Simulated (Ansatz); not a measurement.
Consider the substitution at a C–C bond: `CCS(=O)(=O)CC` + `[OH][Ga]([SH])[O][SiH3]` → `C[O][Ga]([SH])[O][SiH3]` + `CCS(C)(=O)=O`.

Isolated molecules relaxed with PBE0-D4/def2-TZVP in Ansatz; ΔE leaves out vibrations. CCSD(T)/CBS adds triple-zeta CCSD(T) − MP2 to the extrapolated MP2 energy (def2 sets, frozen cores). DFT in def2-TZVPP. B3LYP here is the variant with VWN-RPA as its local correlation; programs differ in this. For Ga outer-core shells are correlated without core-valence functions, which leaves a few kJ/mol of doubt a bond. Scalar relativity is left out up to krypton. Each species was taken in one conformer, which may not be the lowest.

`CCS(=O)(=O)CC`:

Cartesian coordinates in Å:
```
C -0.901 -1.578 -1.003
C 0.036 -1.422 0.175
S -0.346 -0.037 1.230
O 0.658 0.002 2.261
O -1.739 -0.118 1.583
C -0.144 1.410 0.210
C 1.267 1.617 -0.298
H -0.780 -0.770 -1.727
H -0.694 -2.516 -1.521
H -1.939 -1.591 -0.670
H 1.084 -1.322 -0.114
H -0.035 -2.265 0.869
H -0.458 2.212 0.884
H -0.886 1.343 -0.588
H 1.979 1.595 0.528
H 1.554 0.852 -1.023
H 1.346 2.585 -0.795
```

`[OH][Ga]([SH])[O][SiH3]`:

Cartesian coordinates in Å:
```
O -1.250 1.971 -0.480
Ga -1.262 0.380 0.305
S -3.028 -0.338 1.345
O 0.189 -0.647 0.242
Si 1.689 -0.542 -0.392
H -0.415 2.178 -0.907
H -2.414 -1.490 1.670
H 2.708 -0.634 0.687
H 1.874 0.761 -1.101
H 1.910 -1.640 -1.368
```

`C[O][Ga]([SH])[O][SiH3]`:

```xyz
13

C     0.770   -1.774   -0.128
O     0.015   -1.419    1.007
Ga   -0.724    0.179    1.223
S    -1.899    0.603    3.000
O    -0.497    1.448    0.009
Si    0.124    1.742   -1.468
H     1.437   -2.596    0.145
H     0.125   -2.115   -0.945
H     1.391   -0.952   -0.506
H    -1.702   -0.640    3.475
H    -0.350    0.737   -2.461
H     1.613    1.693   -1.439
H    -0.304    3.094   -1.911
```

`CCS(C)(=O)=O`:

Cartesian coordinates in Å:
```
C -0.489 1.661 -0.058
C 0.017 0.628 0.926
S 0.916 -0.715 0.178
C -0.286 -1.571 -0.803
O 1.328 -1.599 1.235
O 1.895 -0.157 -0.717
H -0.915 2.509 0.481
H -1.269 1.259 -0.706
H 0.327 2.025 -0.683
H 0.755 1.047 1.616
H -0.776 0.176 1.526
H -0.661 -0.916 -1.587
H -1.089 -1.935 -0.162
H 0.248 -2.412 -1.245
```

(1) Is it downhill or uphill in electronic energy at CCSD(T)/CBS, and by how much? (An estimate is asked.)

(2) What do these levels give: B3LYP-D4, r2SCAN, SCS-MP2/def2-TZVPP, CCSD(T)/def2-TZVPP, HF/def2-QZVPP, MP2/CBS(def2)? (An estimate is asked.)

Largest T1 diagnostic among the species: 0.014.

Results:

(1) Ansatz gave: Uphill: ΔE = +66.8 kJ/mol.

(2) The calculation gave: B3LYP-D4 57.1, r2SCAN 61.9, SCS-MP2/def2-TZVPP 64.1, CCSD(T)/def2-TZVPP 64.4, HF/def2-QZVPP 49.1, MP2/CBS(def2) 72.9 kJ/mol.

In def2-TZVPP, CCSD(T) changes the Hartree–Fock value by +14.7 kJ/mol (the triples alone add +1.5 kJ/mol) and MP2 by +20.9 kJ/mol.
